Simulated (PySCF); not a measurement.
Excitation energy of C⁺ by level of theory

C⁺ [He] 2s2 2p1 (2P) → C⁺ [He] 2s2 3d1 (2D), as a difference of total energies. Computed with PySCF 2.14 in aug-cc-pwCVTZ, with no relativity, point nucleus. Correlated levels: valence: 1s2 frozen; valence and next inner shell: nothing frozen. The calculations carry no spin-orbit coupling.

| method | excitation energy (eV) | error (eV) |
| --- | --- | --- |
| UHF | 18.613 | +0.572 |
| LDA | 18.224 | +0.183 |
| PBE | 18.106 | +0.065 |
| PBE0 | 18.320 | +0.279 |
| r2SCAN | 18.618 | +0.577 |
| PBEsol | 18.032 | -0.009 |
| PW91 | 18.199 | +0.158 |
| M06-2X | 18.192 | +0.151 |
| wB97M-V | 18.317 | +0.276 |
| MP2 (valence) | 18.492 | +0.451 |
| SCS-MP2 (valence) | 18.465 | +0.424 |
| MP2 (valence and next inner shell) | 18.538 | +0.497 |
| SCS-MP2 (valence and next inner shell) | 18.498 | +0.457 |

Reference: 18.041 eV (measured; NIST levels, between the centres of gravity of the two terms).

Errors of the correlated levels include the incompleteness of this basis and the frozen core.

The promoted electron is Rydberg-like, and one or two diffuse shells describe it only roughly, which tends to raise the upper state.
